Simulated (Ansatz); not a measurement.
The same path of ClFH2OSi + H2O (9 atoms, charge 0, multiplicity 1) was run twice with different band settings. Lost on the way: Si1–H2, O7–H9. Made: Si1–O7, H2–H9.

All numbers below come from Ansatz, RKS B3LYP-D4/def2-SVP.

Relaxed end points:

```xyz
9
Properties=species:S:1:pos:R:3
Si -0.401 0.215 0.112
H -0.141 0.557 1.509
F 0.935 -0.256 -0.688
O -0.980 1.575 -0.610
H -1.272 1.528 -1.528
Cl -1.778 -1.319 -0.146
O 0.956 -2.016 1.459
H 1.558 -1.943 0.704
H 0.295 -2.655 1.156
```

```xyz
9
Properties=species:S:1:pos:R:3
Si -0.527 -0.453 -0.618
H 2.048 -0.594 2.998
F 0.891 -0.073 -1.291
O -1.388 0.909 -0.359
H -1.324 1.618 -1.010
Cl -1.441 -1.743 -1.938
O -0.327 -1.179 0.833
H -0.233 -2.139 0.850
H 1.473 -0.658 2.502
```

Common settings: movable images 9; climbing image yes; spring 5.0 eV/Å²; optimiser quadratic models (default); start path through a guess of the saddle point; iteration limit 60; end points relaxed.

| run | force threshold |
| --- | --- |
| 1 | 0.03 eV/Å |
| 2 | 0.5 eV/Å |

Question: What does each run give, and how far can it be trusted?

Answer: Run 1: converged after 45 iterations, highest image 1.542 eV above the first end. Neighbouring images differ by up to 1.9 eV, so the band resolves the path poorly. A vibrational analysis at the climbing image gives one clearly imaginary mode, 1346i cm⁻¹: a first-order saddle point.
Run 2: converged after 21 iterations, highest image 1.566 eV above the first end. The threshold of 0.5 eV/Å is loose, so the images may lie well off the minimum-energy path. Neighbouring images differ by up to 1.9 eV, so the band resolves the path poorly. The order of the point at the top wasn't checked.
The orbitals stay closed-shell, which can raise the energy where a bond breaks towards radicals; this wasn't checked here.
